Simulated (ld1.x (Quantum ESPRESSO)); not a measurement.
## u(r) = r·R(r): atom against pseudo-atom (oxygen (O))

Columns: radius, all-electron u(r) and pseudo u(r) of the 2p shell (level -12.63 eV) of oxygen in the configuration [He] 2s2 2p3.75; BP86, non-relativistic, PAW scheme, ld1.x (Quantum ESPRESSO) 7.5.

```csv
r (bohr),all-electron,pseudo
0.082,0.0760,0.0122
0.165,0.2284,0.0483
0.248,0.3901,0.1059
0.330,0.5321,0.1797
0.413,0.6488,0.2664
0.495,0.7365,0.3581
0.578,0.7989,0.4510
0.660,0.8377,0.5372
0.742,0.8573,0.6132
0.825,0.8617,0.6758
0.908,0.8538,0.7217
0.990,0.8370,0.7497
1.072,0.8136,0.7612
1.155,0.7853,0.7576
1.238,0.7538,0.7415
1.320,0.7207,0.7165
1.402,0.6865,0.6858
1.485,0.6516,0.6517
1.568,0.6168,0.6168
1.650,0.5830,0.5830
1.733,0.5496,0.5496
1.815,0.5176,0.5176
1.898,0.4865,0.4865
1.980,0.4569,0.4569
2.062,0.4287,0.4287
2.145,0.4015,0.4015
```

Problem. How many radial nodes do the two functions have?

Solution. The all-electron 2p function has n − l − 1 = 0; the pseudo-wave has 0.

Problem. At about which radius was the pseudo-wave matched?

Solution. 1.65 bohr. The columns agree to 0.0005 from 1.49 bohr on; several derivatives are matched, so the curves merge somewhat inside the radius.

Problem. Where does each function peak?

Solution. Outermost all-electron maximum near 0.82 bohr, pseudo maximum near 1.07 bohr (to the table’s step).

Problem. Is the pseudo-wave norm-conserving?

Solution. No, it belongs to a PAW set: the norm inside the radius is not constrained, and the difference is carried by the augmentation charge.
